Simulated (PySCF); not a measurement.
PySCF input file for C₂H₅BO₃, SMILES C(C)(OBO)=O, PBE0/pcSseg-1. Geometry: PBE0-D3(BJ)/def2-SVP. The structure was generated by enumeration, and PubChem lists no compound with its InChIKey, so it may never have been made. The values are those of a single conformer.

```python
import numpy as np
from pyscf import gto, scf, dft
from pyscf.prop.nmr import rks as nmr

mol = gto.M(
    atom='''
    B    -0.41316453    0.99100539    1.02688137
    H    -1.31538296    1.59463618    0.51609147
    O     0.32161486    0.03107146    0.34559655
    C    -0.07342653   -0.50675644   -0.84310346
    C     1.07654644   -1.16096068   -1.54567184
    O    -1.20166420   -0.46595609   -1.23461021
    H     0.73316768   -1.61442220   -2.48161547
    H     1.52317981   -1.92556750   -0.89314593
    H     1.85923307   -0.41487836   -1.74886008
    O    -0.04937956    1.27143456    2.29069234
    H     0.68233662    0.71910807    2.59234538
    ''',
    basis='pcSseg-1',
    charge=0,
    spin=0,
    max_memory=1600,
    verbose=3,
)
mf = dft.RKS(mol, xc='pbe0')
mf.grids.level = 3
mf.conv_tol = 1e-10
mf.max_cycle = 100
mf.kernel()
n = nmr.NMR(mf)
n.verbose = 2
n.max_cycle_cphf = 60
sigma = n.kernel()
print('atom   isotropic/ppm   span/ppm')
for i, s in enumerate(sigma):
    w = np.linalg.eigvalsh((s + s.T) / 2)
    print(f'{mol.atom_symbol(i):2s}{i + 1:3d} {w.mean():14.3f} {w[2] - w[0]:11.3f}')
```

Output:

```
converged SCF energy = -329.456645267886
atom   isotropic/ppm   span/ppm
B   1         75.186      45.439
H   2         26.446       4.549
O   3         62.363     252.517
C   4         12.936     173.077
C   5        161.168      52.296
O   6       -156.272     709.926
H   7         29.533       9.364
H   8         29.111       7.785
H   9         29.107       7.402
O  10        198.095     218.321
H  11         26.960      13.131
```

The calculation finished and met its thresholds.

Cost: around 30 core-seconds (rough).
